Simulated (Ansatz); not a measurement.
Ansatz (a first-principles code) input:

Ansatz 0.2 input:
```yaml
crystal:
  periodic: [false, false, false]
  atoms:
    - {symbol: Sn, position_ang: [-0.18070202, -0.06619543, 0.31402801]}
    - {symbol: F, position_ang: [1.82466234, 0.14524483, 0.28065493]}
    - {symbol: F, position_ang: [-0.25944832, -1.35532571, -1.23492295]}
    - {symbol: F, position_ang: [-0.56131392, 1.57783327, -0.79033206]}
basis:
  gaussian:
    orbitals: def2-TZVPD
hamiltonian:
  xc: {name: PBE0}
total_charge: -1
output: {forces: true}
```

Task: What final total energy does it print?

Result: -513.90654 Eh (PBE0/def2-TZVPD). The basis has 176 functions.

It need not be the lowest isomer of its formula. Whether it binds its extra electron was not tested at this geometry.
